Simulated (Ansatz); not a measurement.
The cluster Li₅Al₃⁻, relaxed as a doublet with UKS r2SCAN-D4/def2-SVPD in Ansatz, starting from the r2SCAN-D4/def2-SVP geometry of the neutral singlet. Force threshold 0.02 eV/Å.

The highest occupied level of the relaxed charge -1 doublet lies above zero (up to 0.22 eV). By energy differences its removal costs 0.96 eV (each at its own geometry, to the charge 0 singlet, at PBE0-D4/def2-TZVPD). Another isomer (singlet) lies 0.03 eV lower at PBE0-D4/def2-TZVP; other spin states weren't run for this one.

Start:

```
atom   x (Å)   y (Å)   z (Å)
 Al1   0.418   0.298   0.743
 Al2   0.598  -1.953  -0.458
 Al3  -0.894  -0.026  -1.526
 Li4  -2.150   1.188   0.516
 Li5   0.088   2.412  -0.964
 Li6   0.723   2.027   2.593
 Li7   1.917  -1.599   1.881
 Li8  -0.698  -2.347  -2.785
```

(1) Estimate the energy that the relaxation releases and the steps that it takes.

(2) Does the start keep its bonding?

(3) Predict the relaxed structure.

Answers

(1) 0.23 eV, in 14 steps; 5.2 min on 4 threads of Arm Neoverse V2 on a shared host. The force fell under the threshold at step 13, but the optimiser went on. No frequencies were taken in this run, so the end may be a saddle point.

(2) Bonds lost: Li4–Li5 (atoms count from 1). Bonds formed: Al2–Li4 (atoms count from 1).

(3) 
```tsv
atom	x (Å)	y (Å)	z (Å)
Al1	1.1319	0.5922	0.2917
Al2	0.3678	-1.8763	-0.3921
Al3	-0.3405	0.1991	-1.9122
Li4	-1.5166	0.0745	0.7761
Li5	-0.1437	2.6896	-0.8434
Li6	0.4463	1.9374	2.4475
Li7	1.2402	-1.3809	2.1339
Li8	-1.1854	-2.2356	-2.5016
```
Bond lengths (bridged metal pairs left out): 10 × Al–Li 2.63 to 2.95 Å; 3 × Al–Al 2.67 to 2.68 Å.
